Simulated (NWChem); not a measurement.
# TiNH2SF; SMILES [NH2][Ti]([F])=[S]

```xyz
6

Ti    -0.0266    -0.3114    -0.0975
S     -0.1943     1.7379     0.0365
F     -1.4330    -1.3671     0.0836
N      1.7212    -0.9199     0.0687
H      2.0040    -1.8947     0.1654
H      2.5369    -0.3179     0.1633
```
Atoms are numbered in this order, from 1.

The geometry was optimised at PBE0/def2-SVP.

List the 6 lowest vertical singlet excitations from PBE/def2-SVP, TDA (NWChem).


```
state  energy (eV)  oscillator strength  leading excitation (squared amplitude)
-----  -----------  -------------------  --------------------------------------
S1            2.06                0.003                      HOMO → LUMO (1.00)
S2            2.55                0.011                    HOMO−1 → LUMO (0.97)
S3            2.84                0.000                    HOMO−2 → LUMO (0.95)
S4            3.10                0.002                    HOMO → LUMO+1 (0.95)
S5            3.31                0.007                    HOMO → LUMO+2 (0.49)
S6            3.35                0.005                    HOMO−3 → LUMO (0.49)
```
